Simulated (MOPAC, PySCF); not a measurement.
H3BO2, SMILES `OBO` (H–O–B–O torsion 0°, O–B–O–H torsion 180°), neutral singlet in the gas phase. 

Cartesian coordinates (Å):
```xyz
6

O     -1.3626    -0.0552    -0.0305
B     -0.0711     0.3461     0.0160
O      0.9206    -0.5893    -0.0110
H     -1.4452    -1.0130    -0.0805
H      0.1589     1.5201     0.0799
H      1.7993    -0.2086     0.0261
```
Charge 0, spin multiplicity 1.

All levels are single points at this geometry (PBE0-D3(BJ)/def2-TZVP); Pople sets use spherical d functions. Orbital energies aren't observables, and empty levels follow the basis.

B3LYP/6-31G* in PySCF gives HOMO (eV) = -8.63.

Estimate the HOMO (eV) from each of these levels: PBE-D3(BJ)/def2-TZVP in PySCF; TPSSh-D3(BJ)/def2-TZVP in PySCF; B3LYP/3-21G in PySCF; M06-2X/6-31G* in PySCF; SVWN5/6-31G* in PySCF; HF/3-21G in PySCF; HF/STO-3G in PySCF; AM1 in MOPAC.


```
level                            HOMO (eV)
-------------------------------  ---------
PBE-D3(BJ)/def2-TZVP in PySCF        -7.72
TPSSh-D3(BJ)/def2-TZVP in PySCF      -8.44
B3LYP/3-21G in PySCF                 -8.29
M06-2X/6-31G* in PySCF              -10.67
SVWN5/6-31G* in PySCF                -7.35
HF/3-21G in PySCF                   -13.27
HF/STO-3G in PySCF                  -10.21
AM1 in MOPAC                        -12.23
```
